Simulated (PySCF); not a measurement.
A calculated (PBE, PySCF 2.14, pcseg-2, the non-relativistic Hamiltonian (point nucleus)) atom or ion has these occupied shells.

| shell | electrons | orbital energy (eV) | rms radius, mean of both spins (bohr) |
| --- | --- | --- | --- |
| 1s α | 1 | -7515.0 | 0.0659 |
| 1s β | 1 | -7515.0 | 0.0659 |
| 2s α | 1 | -883.00 | 0.281 |
| 2s β | 1 | -881.37 | 0.281 |
| 2p α | 3 | -766.42 | 0.251 |
| 2p β | 3 | -765.20 | 0.251 |
| 3s α | 1 | -101.13 | 0.842 |
| 3s β | 1 | -97.671 | 0.842 |
| 3p α | 3 | -66.343 | 0.892 |
| 3p β | 3 | -62.942 | 0.892 |
| 3d α | 5 | -9.648 | 1.23 |
| 3d β | 2 | -7.383 | 1.23 |
| 4s α | 1 | -5.593 | 3.18 |
| 4s β | 1 | -5.035 | 3.18 |

Name the element and its charge.

Co (cobalt, neutral), in [Ar] 3d7 4s2, high-spin 4F determinant.
